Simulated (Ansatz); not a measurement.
`BCCBr` + `CCN[SiH2]Cl` → `BN(CC)[SiH2]Cl` + `CCBr`  (ligand exchange at a B–C bond)

Gas-phase electronic energies from Ansatz, PBE0-D4/def2-TZVP geometries. CBS: MP2 limit from def2 TZ/QZ plus the TZ coupled-cluster correction, frozen cores. Functionals use def2-TZVPP. B3LYP here is the variant with VWN-RPA as its local correlation; programs differ in this. For Br outer-core shells are correlated without core-valence functions, which leaves a few kJ/mol of doubt a bond. Scalar relativity is left out up to krypton. Each species was taken in one conformer, which may not be the lowest.

```
             level  ΔE (kJ/mol)  difference from CCSD(T)/CBS
            PBE-D4       -136.4                          1.0
         r2SCAN-D4       -136.9                          0.5
           PBE0-D4       -134.9                          2.5
          B3LYP-D4       -138.2                         -0.8
           ωB97X-V       -133.8                          3.6
            B2PLYP       -138.3                         -0.9
               PBE       -134.3                          3.1
             B3LYP       -134.8                          2.6
     HF/def2-TZVPP       -128.0                          9.4
SCS-MP2/def2-TZVPP       -140.3                         -2.9
   CCSD/def2-TZVPP       -137.4                          0.0
CCSD(T)/def2-TZVPP       -140.4                         -3.0
    MP2/def2-QZVPP       -140.7                         -3.3
SCS-MP2/def2-QZVPP       -138.7                         -1.3
      HF/CBS(def2)       -128.2                          9.2
    CCSD/CBS(def2)       -134.5                          2.9
       CCSD(T)/CBS       -137.4                            0
```

Largest T1 diagnostic among the species: 0.011.

The D4 term adds −3.4 kJ/mol with B3LYP and −1.9 kJ/mol with PBE0; it sums over pairs of atoms, weighted by their polarisabilities, and B3LYP, whose exchange is more repulsive, gets the larger term. In def2-TZVPP, CCSD(T) changes the Hartree–Fock value by −12.3 kJ/mol (the triples alone add −2.9 kJ/mol) and MP2 by −14.3 kJ/mol.
